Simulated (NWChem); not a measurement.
System meant: diisopropylamine (C₆H₁₅N); SMILES CC(C)NC(C)C

Here is an NWChem input.

```
start job
memory heap 200 mb stack 900 mb global 1100 mb
geometry units angstroms noautoz
  C      0.901241    -1.699271     0.979757
  C     -0.272675    -1.214642     0.125475
  C     -0.711217    -2.284117    -0.866025
  N     -0.022944     0.016813    -0.607139
  C      0.275971     1.229061     0.137330
  C      0.694746     2.306670    -0.853196
  C     -0.930878     1.680944     0.951004
  H      1.776580    -1.921994     0.345795
  H      1.207408    -0.946892     1.722627
  H      0.643304    -2.618664     1.528661
  H     -1.125517    -1.022919     0.800490
  H     -1.570602    -1.931526    -1.454109
  H     -0.988216    -3.218589    -0.355029
  H      0.105234    -2.521595    -1.569934
  H      0.710121    -0.148069    -1.295287
  H      1.121983     1.087896     0.848430
  H     -0.116548     2.498599    -1.572910
  H      1.587146     1.998556    -1.422504
  H      0.937884     3.247809    -0.337953
  H     -1.207729     0.949394     1.725096
  H     -0.719245     2.632564     1.461949
  H     -1.800835     1.820991     0.289854
end
basis spherical
  * library def2-svp
end
dft
  xc pbe0
  iterations 4
  semidirect filesize 400000000
  mulliken
end
task dft energy
```

End of the output:

```
    Atom       Charge   Shell Charges
 -----------   ------   -------------------------------------------------------
    1 C    6     6.08   1.96  0.58  0.31  1.89  1.27  0.07
    2 C    6     6.00   1.96  0.59  0.29  1.91  1.12  0.14
    3 C    6     6.07   1.96  0.58  0.31  1.89  1.25  0.07
    4 N    7     7.11   1.97  0.74  0.42  2.28  1.66  0.05
    5 C    6     6.00   1.96  0.59  0.29  1.91  1.11  0.14
    6 C    6     6.07   1.96  0.58  0.31  1.89  1.25  0.07
    7 C    6     6.07   1.96  0.58  0.31  1.89  1.26  0.07
    8 H    1     0.98   0.64  0.27  0.07
    9 H    1     0.97   0.64  0.27  0.07
   10 H    1     0.97   0.64  0.27  0.07
   11 H    1     0.98   0.65  0.26  0.07
   12 H    1     0.97   0.64  0.27  0.07
   13 H    1     0.97   0.64  0.27  0.07
   14 H    1     0.98   0.64  0.27  0.07
   15 H    1     0.95   0.61  0.21  0.13
   16 H    1     1.00   0.66  0.27  0.07
   17 H    1     0.97   0.64  0.27  0.07
   18 H    1     0.98   0.64  0.27  0.07
   19 H    1     0.97   0.64  0.27  0.07
   20 H    1     0.98   0.64  0.27  0.07
   21 H    1     0.97   0.64  0.27  0.07
   22 H    1     0.97   0.63  0.27  0.07

 center of mass
 --------------
 x =  -0.01641844 y =  -0.00199303 z =  -0.01010282

 moments of inertia (a.u.)
 ------------------
        1255.453315366917           0.000000000000           0.000000000000
           0.000000000000         437.106376072578          -0.000000000000
           0.000000000000          -0.000000000000        1309.729502892290

     Multipole analysis of the density
     ---------------------------------

     L   x y z        total         alpha         beta         nuclear
     -   - - -        -----         -----         ----         -------
     0   0 0 0     -0.000000    -29.000000    -29.000000     58.000000

     1   1 0 0      0.116508      0.058254      0.058254     -0.000000
     1   0 1 0      0.055317      0.027659      0.027659      0.000000
     1   0 0 1      0.280702      0.140351      0.140351      0.000000

     2   2 0 0    -35.227791    -99.434815    -99.434815    163.641839
     2   1 1 0     -0.118233      0.055237      0.055237     -0.228707
     2   1 0 1     -1.246559      0.007824      0.007824     -1.262207
     2   0 2 0    -34.565973   -341.869218   -341.869218    649.172464
     2   0 1 1     -0.315142     -0.626913     -0.626913      0.938685
     2   0 0 2    -35.434936    -83.348519    -83.348519    131.262102

 ------------------------------------------------------------------------
 dft energy failed                                                                                  0
 ------------------------------------------------------------------------
 ------------------------------------------------------------------------
  current input line :
    36: task dft energy
 ------------------------------------------------------------------------
 ------------------------------------------------------------------------
 This type of error is most commonly associated with calculations not reaching convergence criteria
 ------------------------------------------------------------------------
 For more information see the NWChem manual at https://nwchemgit.github.io

0:dft energy failed:Received an Error in Communication
```

Find the fault in this run and fix the input.

Convergence was not reached. Cause: the SCF was allowed too few iterations. This input runs:
```
start job
memory heap 200 mb stack 900 mb global 1100 mb
geometry units angstroms noautoz
  C      0.901241    -1.699271     0.979757
  C     -0.272675    -1.214642     0.125475
  C     -0.711217    -2.284117    -0.866025
  N     -0.022944     0.016813    -0.607139
  C      0.275971     1.229061     0.137330
  C      0.694746     2.306670    -0.853196
  C     -0.930878     1.680944     0.951004
  H      1.776580    -1.921994     0.345795
  H      1.207408    -0.946892     1.722627
  H      0.643304    -2.618664     1.528661
  H     -1.125517    -1.022919     0.800490
  H     -1.570602    -1.931526    -1.454109
  H     -0.988216    -3.218589    -0.355029
  H      0.105234    -2.521595    -1.569934
  H      0.710121    -0.148069    -1.295287
  H      1.121983     1.087896     0.848430
  H     -0.116548     2.498599    -1.572910
  H      1.587146     1.998556    -1.422504
  H      0.937884     3.247809    -0.337953
  H     -1.207729     0.949394     1.725096
  H     -0.719245     2.632564     1.461949
  H     -1.800835     1.820991     0.289854
end
basis spherical
  * library def2-svp
end
dft
  xc pbe0
  iterations 150
  semidirect filesize 400000000
  mulliken
end
task dft energy
```
It converges to -291.85662 Ha (PBE0/def2-SVP).
